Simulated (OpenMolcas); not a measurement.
## Computed transition rates of P⁺

| Quantity | Value |
| --- | --- |
| Program | OpenMolcas 26.06 |
| Method | RASSCF |
| Basis | ANO-R3 [6s5p4d2f1g] |
| Scalar Hamiltonian | X2C, finite nucleus |
| Active space | 2 electrons in 9 orbitals (RAS2 3p; RAS3 3d 4s, at most 1 electron) |
| State averaging | 2S+1 = 3 even, 3 roots; 2S+1 = 1 even, 6 roots; 2S+1 = 3 odd, 18 roots; 2S+1 = 1 odd, 18 roots |
| Spin-orbit coupling | RASSI with atomic mean-field integrals over the reference wave functions, term energies averaged over their components |

Rates come from the transition moments of the reference wave functions (E1 and E2 in the length form). At fixed line strength A goes as λ^-3 for E1 and M1 and as λ^-5 for E2, so a rate at the computed wavelength can be rescaled to the measured one. Measured vacuum wavelengths follow from level energies in NIST Handbook of Basic Atomic Spectroscopic Data. Branching counts decays inside the model space alone, at computed energies, and the table is only a selection of the E2 and M1 lines, drawn from those between levels with measured partners whose computed energy lies within a factor of 1.5 of the measured one.

```
      Upper        Lower  Type  λ computed (nm)  λ measured (nm)  A computed (s-1)  A rescaled (s-1)  Branching %
3s2 3p2 3P1  3s2 3p2 3P0    M1            68380            60640          5.65e-05          8.10e-05        100.0
3s2 3p2 3P2  3s2 3p2 3P1    M1            35970            32870          2.91e-04          3.81e-04        100.0
3s2 3p2 1D2  3s2 3p2 3P2    M1            893.3             1189          1.77e-02                           72.8
3s2 3p2 1D2  3s2 3p2 3P2    E2            893.3             1189          2.30e-04                            0.9
3s2 3p2 1D2  3s2 3p2 3P1    M1            871.7             1147          6.34e-03                           26.1
3s2 3p2 1S0  3s2 3p2 1D2    E2              598            787.8          7.22e+00          1.82e+00         96.7
3s2 3p2 1S0  3s2 3p2 3P1    M1            354.7            467.1          2.35e-01                            3.1
```

Spin-changing lines and M1 lines between different terms are not rescaled, since their strength hangs on the term gaps too.

The largest correction is for 3s2 3p2 1S0 → 3s2 3p2 1D2 (E2): 7.22e+00 × (598 / 787.8)^5 = 1.82e+00 s-1, a factor of 0.25.

No measured rate stands beside these. Rescaling mends the energy factor alone: line strengths can still be far off where a level mixes with configurations outside the active space, and weak or spin-changing lines hang on small mixing coefficients that depend on the term gaps too, so rescaling need not improve them.

Without dynamic correlation excited terms often stand tens of per cent too high (terms of higher spin than the ground term too low), and those without a measured partner can miss by more than the paired ones. With the s shell closed, the reference lacks s² → p² mixing. Measured partners are found by configuration, term and J. A level has none where our copy of the source lacks it or the pairing is in doubt (some pairs that miss far off the trend of their configuration count as doubtful). Only configurations of the active space appear.
